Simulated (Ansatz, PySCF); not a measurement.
Pair of molecules: C2H4 (SMILES C=C) (first 6 atoms) with H2S (SMILES S); geometry from B3LYP-D3(BJ)/def2-TZVP.
(charge 0, multiplicity 1):
```xyz
9

C     -0.1732    -0.6733     0.0048
C     -0.0518     0.6397     0.1424
H     -1.1373    -1.1648     0.0548
H      0.6864    -1.3106    -0.1635
H      0.9122     1.1313     0.0924
H     -0.9116     1.2770     0.3107
S      0.4534    -0.4597     3.9712
H      0.2659    -0.3132     2.6474
H     -0.8598    -0.3585     4.2311
```

Basis-set superposition error: the interaction energy with monomers in their own basis, and in the dimer's basis (counterpoise).

Codes used: Ansatz (Gaussian basis) for Hartree–Fock, density functionals and correlated methods; PySCF for 6-31G* rows. Values without a source in brackets are computed.

| level | uncorrected (kcal/mol) | counterpoise (kcal/mol) | difference |
|---|---|---|---|
| HF/aug-cc-pV(Q+d)Z | 0.43 | 0.45 | 0.02 |
| SVWN5/def2-TZVPPD | -3.01 | -2.90 | 0.11 |
| BLYP/def2-TZVPPD | -0.12 | -0.01 | 0.11 |
| r2SCAN/def2-TZVPPD | -1.43 | -1.36 | 0.07 |
| B3LYP/def2-TZVPPD | -0.43 | -0.35 | 0.09 |
| BHLYP/def2-TZVPPD | -0.62 | -0.55 | 0.07 |
| B2PLYP/def2-TZVPPD | -1.01 | -0.81 | 0.20 |
| MP2/6-31G* | -1.67 | -0.68 | 0.99 |
| MP2/aug-cc-pV(Q+d)Z | -1.98 | -1.80 | 0.18 |
| CCSD(T)/aug-cc-pV(D+d)Z | -2.12 | -1.07 | 1.05 |

The error is largest for CCSD(T)/aug-cc-pV(D+d)Z (1.05 kcal/mol) and smallest for HF/aug-cc-pV(Q+d)Z (0.02 kcal/mol).

Ansatz is a program for electronic structure.
